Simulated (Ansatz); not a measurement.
Consider the hydrogenolysis of a C–Si bond: `[AlH2][O]C[SiH3]` + H₂ → `C[O][AlH2]` + SiH₄.

Gas-phase electronic energies from Ansatz, PBE0-D4/def2-TZVP geometries. CBS: MP2 limit from def2 TZ/QZ plus the TZ coupled-cluster correction, frozen cores. This one scheme is used for every species. One conformer a species, not always the lowest.

```tsv
species	CCSD(T)/CBS(def2) energy (Eh)
`[AlH2][O]C[SiH3]`	-648.54228
H₂	-1.17544
`C[O][AlH2]`	-358.26893
SiH₄	-291.46306
```

Task: Work out ΔE.

Result: ΔE = (-358.26893) + (-291.46306) − (-648.54228) − (-1.17544) = -0.01427 Eh = -37.5 kJ/mol.

Largest T1 diagnostic among the species: 0.013.

Leaving LDA and LC-ωPBE aside and taking each functional with its dispersion term where it has one, the values, not all of them listed here, spread over 15.8 kJ/mol, from B2PLYP to revPBE-D4. LDA lies +6.1 kJ/mol from PBE without D4. At CCSD(T), def2-SVP lies −13.4 kJ/mol from the extrapolated value and def2-TZVPP −3.6 kJ/mol.
